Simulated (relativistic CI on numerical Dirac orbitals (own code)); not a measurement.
**Radial parameters of Er LXVII**

Computed by Dirac-Coulomb-Breit CI, orbitals from a KLI potential per configuration, model QED (radiative potential, 1s self-energy scaled to tabulated hydrogen-like ionisation energies), unscaled Slater integrals (own radial code, finite nucleus).

Slater integrals F^k, G^k are unscaled and averaged over j, outside the closed core (none); ζ comes from projecting the Hamiltonian with its Breit term on Σ l·s of the shell.

- 1s2s: G^0(1s,2s) = 418540 cm⁻¹; <r>(1s) = 0.02015, <r^2>(1s) = 0.0005549, <r>(2s) = 0.08075, <r^2>(2s) = 0.007724 (bohr units).
- 1s2p: G^1(1s,2p) = 721530, ζ(2p) = 5.8349e+06 cm⁻¹; <r>(1s) = 0.02015, <r^2>(1s) = 0.0005549, <r>(2p) = 0.07047, <r^2>(2p) = 0.006033 (bohr units).
- 1s3s: G^0(1s,3s) = 108670 cm⁻¹; <r>(1s) = 0.02014, <r^2>(1s) = 0.000554, <r>(3s) = 0.1865, <r^2>(3s) = 0.03978 (bohr units).

Averages of the first 10 configurations, taken without configuration mixing, which lowers the lowest level and can move excited configurations by several eV; other configurations of the list can lie among them:

```
Configuration  Parity  States  Average energy above the lowest level (eV)
          1s²    even       1                                         0.3
         1s2s    even       4                                     49157.5
         1s2p     odd      12                                     49959.8
         1s3s    even       4                                     58568.4
         1s3p     odd      12                                     58805.2
         1s3d    even      20                                     58975.2
         1s4s    even       4                                     61807.2
         1s4p     odd      12                                     61906.2
         1s4d    even      20                                     61977.8
         1s4f     odd      28                                     62004.9
```
